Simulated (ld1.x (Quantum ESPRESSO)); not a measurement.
osmium (Os) TM: all-electron and pseudo phase curves

osmium (Os), norm-conserving Troullier–Martins (Kleinman–Bylander form), made with ld1.x (Quantum ESPRESSO) 7.5 (LDA (PZ), fully relativistic). Core [Kr] 4d10 4f14, reference 5s2 5p6 5d6 6s0 6p0 (charge +2). Waves: 5p (bound): rc 2.00 bohr; 5d (bound): rc 2.20 bohr; 5s (bound): rc 1.40 bohr. Local part: the s channel. Core correction: a·sin(br)/r model core inside 0.95 bohr.

Open shells are filled in proportion to 2j + 1 (rel_dist='average').

The phase is arctan(r·u′/u) with u = r·R(r), unwrapped; energies in Ry, scanned from -10 to 5 Ry. A pole is an energy at which the radial function vanishes at the test radius. The pseudo phase is shifted by a multiple of π to meet the all-electron one at the reference energy, and phase errors are pseudo minus all-electron; the curves can meet again beyond the range given. Levels narrower than the energy grid can be missing from the lists of poles.

Question: For each channel, where are the poles, and over which energies does the pseudopotential scatter like the atom?

Answer:

```json
{"channel": "s", "radius (bohr)": "2.40", "reference energy (Ry)": "-8.00", "poles, all-electron": "-7.97, 1.62", "poles, pseudo": "-7.97, 0.78", "unbroken range about the reference energy with phases within 0.05 rad": "below -2.7", "phase error 1 Ry above the reference energy (rad)": "-0.000"}
{"channel": "p1/2", "radius (bohr)": "2.40", "reference energy (Ry)": "-5.68", "poles, all-electron": "-5.60, 3.06", "poles, pseudo": "-5.60, 1.11", "unbroken range about the reference energy with phases within 0.05 rad": "below -2.1", "phase error 1 Ry above the reference energy (rad)": "-0.002"}
{"channel": "p3/2", "radius (bohr)": "2.40", "reference energy (Ry)": "-4.77", "poles, all-electron": "-4.62, 3.90", "poles, pseudo": "-4.62, 3.39", "unbroken range about the reference energy with phases within 0.05 rad": "below -1.0", "phase error 1 Ry above the reference energy (rad)": "-0.001"}
{"channel": "d3/2", "radius (bohr)": "2.40", "reference energy (Ry)": "-1.76", "poles, all-electron": "-1.11", "poles, pseudo": "-1.11", "unbroken range about the reference energy with phases within 0.05 rad": "the whole range", "phase error 1 Ry above the reference energy (rad)": "+0.000"}
{"channel": "d5/2", "radius (bohr)": "2.40", "reference energy (Ry)": "-1.67", "poles, all-electron": "-0.96", "poles, pseudo": "-0.96", "unbroken range about the reference energy with phases within 0.05 rad": "the whole range", "phase error 1 Ry above the reference energy (rad)": "-0.000"}
```

Phases in the d3/2 channel:

```csv
E (Ry),all-electron,pseudo
-10.00,1.428,1.428
-9.52,1.424,1.424
-9.04,1.419,1.419
-8.56,1.414,1.414
-8.08,1.408,1.408
-7.60,1.402,1.402
-7.12,1.394,1.394
-6.64,1.386,1.386
-6.16,1.376,1.376
-5.68,1.364,1.364
-5.20,1.350,1.350
-4.72,1.331,1.331
-4.24,1.307,1.307
-3.76,1.272,1.272
-3.28,1.215,1.215
-2.80,1.102,1.102
-2.32,0.731,0.731
-1.84,-0.883,-0.883
-1.36,-1.474,-1.474
-0.88,-1.631,-1.631
-0.40,-1.718,-1.718
0.08,-1.791,-1.791
0.56,-1.872,-1.871
1.04,-1.986,-1.984
1.52,-2.184,-2.181
2.00,-2.616,-2.608
2.48,-3.442,-3.431
2.96,-4.058,-4.052
3.44,-4.327,-4.324
3.92,-4.461,-4.459
4.40,-4.540,-4.539
4.88,-4.593,-4.593
```
